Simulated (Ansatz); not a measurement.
`CC(C)[O][In]([Cl])[Cl]` + `CNC(C)=O` → `C[NH][In]([Cl])[Cl]` + `CC(=O)OC(C)C`  (formal exchange of groups at the In–O bond)

Computed with Ansatz on PBE0-D4/def2-TZVP structures; ΔE is electronic, products minus reactants. CBS: MP2 limit from def2 TZ/QZ plus the TZ coupled-cluster correction, frozen cores. DFT in def2-TZVPP. def2 core potentials past Kr. For In outer-core shells are correlated without core-valence functions, which leaves a few kJ/mol of doubt a bond. One conformer a species, not always the lowest.

`CC(C)[O][In]([Cl])[Cl]`:

Z-matrix (Å, degrees):
```
C
C 1 1.516
H 1 1.096 2 110.6
H 1 1.093 2 111.2 3 -119.2
H 1 1.092 2 110.4 3 120.5
C 2 1.516 1 112.3 3 58.6
O 2 1.417 1 111.5 3 -67.3
H 2 1.099 1 108.5 3 178.5
H 6 1.092 2 110.4 1 -179.2
H 6 1.096 2 110.6 1 -58.7
H 6 1.093 2 111.2 1 60.5
In 7 1.960 2 122.9 1 63.1
Cl 12 2.312 7 125.6 2 0.2
Cl 12 2.298 7 116.7 2 -179.9
```

`CNC(C)=O`:

Cartesian coordinates in Å:
```
C -1.708 0.679 -0.473
N -0.315 0.317 -0.476
C 0.269 -0.342 0.556
C 1.737 -0.642 0.382
O -0.336 -0.674 1.557
H -2.131 0.338 0.471
H -2.246 0.200 -1.296
H -1.838 1.762 -0.550
H 0.250 0.556 -1.270
H 1.881 -1.721 0.451
H 2.284 -0.186 1.209
H 2.153 -0.285 -0.561
```

`C[NH][In]([Cl])[Cl]`:

```xyz
9

C     0.800    0.914   -0.720
N     0.622   -0.094    0.305
In   -1.102   -0.977    0.743
Cl   -3.075   -0.047   -0.019
Cl   -1.231   -2.802    2.149
H     1.511    1.680   -0.391
H    -0.147    1.421   -0.918
H     1.159    0.508   -1.674
H     1.464   -0.603    0.524
```

`CC(=O)OC(C)C`:

```xyz
17

C    -1.136    0.067   -2.532
C    -0.736    0.634   -1.204
O    -0.803    1.796   -0.900
O    -0.293   -0.331   -0.388
C     0.136    0.069    0.930
C     1.566    0.558    0.870
C    -0.044   -1.139    1.817
H    -1.915   -0.686   -2.396
H    -1.498    0.866   -3.175
H    -0.282   -0.429   -2.995
H    -0.515    0.884    1.253
H     2.225   -0.232    0.501
H     1.650    1.427    0.217
H     1.905    0.847    1.868
H    -1.084   -1.469    1.819
H     0.243   -0.895    2.842
H     0.581   -1.967    1.474
```

**Question.** Is it downhill or uphill in electronic energy at CCSD(T)/CBS, and by how much? (An estimate is asked.)

**Answer.** The calculation gave: Uphill: ΔE = +20.7 kJ/mol.

**Question.** What do these levels give: r2SCAN-D4, r2SCAN, PBE0, CCSD(T)/def2-TZVPP, HF/CBS(def2), MP2/CBS(def2)? (An estimate is asked.)

**Answer.** The calculation gave: r2SCAN-D4 26.3, r2SCAN 25.8, PBE0 21.4, CCSD(T)/def2-TZVPP 17.2, HF/CBS(def2) 8.8, MP2/CBS(def2) 22.8 kJ/mol.

Largest T1 diagnostic among the species: 0.014.

The D4 term adds +5.0 kJ/mol with B3LYP and +2.6 kJ/mol with PBE0; it sums over pairs of atoms, weighted by their polarisabilities, and B3LYP, whose exchange is more repulsive, gets the larger term. From PBE to PBE0 (25 % exact exchange), in def2-TZVPP and without D4, ΔE moves by −4.8 kJ/mol.

B3LYP here is the variant with VWN-RPA as its local correlation; programs differ in this.
